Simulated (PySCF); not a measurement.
# ReS₃, doublet: structure and spectrum

Computed with PySCF, UB3LYP, basis Re def2-SVP with ECP60, S def2-SVP (scalar-relativistic core potentials, no spin–orbit coupling, density fitting).

The structure is a minimum.

```
Point group                                                                   : C3v
Bond lengths                                                                  : Re–S 2.124 Å (×3)
Bond angles                                                                   : S–Re–S 115.3° (×3)
Enthalpy at 298.15 K above 0 K                                                : 16.60 kJ/mol
Zero-point energy                                                             : 12.3 kJ/mol
Spin squared ⟨S²⟩                                                             : 0.760
Principal polarisabilities                                                    : 54.3, 105.4, 105.4 bohr³
Principal quadrupole moments (Buckingham, traceless) about the centre of mass : -1.61, -1.61, 3.22 D Å
Atomisation energy without zero-point energy                                  : 1238 kJ/mol
Rotational symmetry number                                                    : 3
Lowest empty level (β)                                                        : -4.77 eV
Dipole moment                                                                 : 1.03 D
Entropy at 298.15 K and 1 bar (electronic part: spin only)                    : 336.1 J/(mol K)
Rotational constants                                                          : 0.07668, 0.07668, 0.04094 cm⁻¹
Highest occupied level (α)                                                    : -7.22 eV
Heat capacity Cp at 298.15 K                                                  : 71.8 J/(mol K)
```

Harmonic modes (masses in u: Re 186.956, S 31.972):
| symmetry | ω (cm⁻¹) | IR (km/mol, summed over degenerate members) | type |
| --- | --- | --- | --- |
| a1 | 101 | 0.9 | bend |
| e | 171 | 3.2 | bend |
| a1 | 532 | 0.6 | stretch |
| e | 538 | 95.5 | stretch |

In C3v the vibrations span 2a1 + 2e.

Charges (e):
```json
{"atom": "Re1", "Mulliken": "0.36", "Löwdin": "-0.76", "polar tensor": "0.93", "spin (Mulliken)": "1.07", "Mayer order to Re1": "–"}
{"atom": "S2,3,4", "Mulliken": "-0.12", "Löwdin": "0.25", "polar tensor": "-0.31", "spin (Mulliken)": "-0.02", "Mayer order to Re1": "2.02"}
```

Mulliken populations on Re1 (electrons outside its core potential): s 2.68, p 6.44, d 5.45, f 0.07.

Outer orbital energies (eV). α occupied: -10.69, -9.99, -9.99, -9.13, -8.13, -8.13, -7.52, -7.22; empty: -4.11, -4.11, -2.36, -2.36. β occupied: -10.71, -10.50, -9.75, -9.75, -8.58, -8.10, -8.10, -7.26; empty: -4.77, -3.82, -3.82, -2.20.

Formally Re is in oxidation state +6, d1, with 1 unpaired electron. The Mulliken spin on Re is 1.07. The polar-tensor charge on Re, 0.93, is far below the formal one.

Other isomers or separated fragments may lie lower. Other spin states or occupations of the open shell can lie lower. No spin–orbit coupling is included, which matters more the heavier the element.

The final relaxation and frequency run took about 110 core-seconds on a shared host.
